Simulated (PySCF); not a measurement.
# Excitation energy of Ti²⁺ by level of theory

Ti²⁺ [Ar] 3d2 (3F) → Ti²⁺ [Ar] 3d1 4p1 (high-spin determinant), as a difference of total energies. All numbers are calculated (PySCF 2.14, the spin-free X2C one-electron Hamiltonian (Gaussian nucleus), in aug-cc-pVDZ-DK). Correlated levels: valence: [Ar] frozen. The calculations carry no spin-orbit coupling.

```
           method  excitation energy (eV)
              UHF                   9.534
              LDA                  10.010
              PBE                   9.919
             PBE0                   9.996
           r2SCAN                  10.158
             PW91                  10.002
            B3LYP                   9.993
          r2SCAN0                  10.180
             MN15                  10.006
    MP2 (valence)                   9.578
SCS-MP2 (valence)                   9.548
```

**Question.** How much does correlation contribute at MP2 (valence)?

**Answer.** 9.578 − (9.534) = 0.044 eV, measured against UHF.

A first-order spin-orbit estimate (lowest level to lowest level, LS coupling) adds -0.012 eV.

The determinant of the upper state mixes LS terms, which raises its energy above the lowest term, most at the Hartree-Fock and MP2 levels.
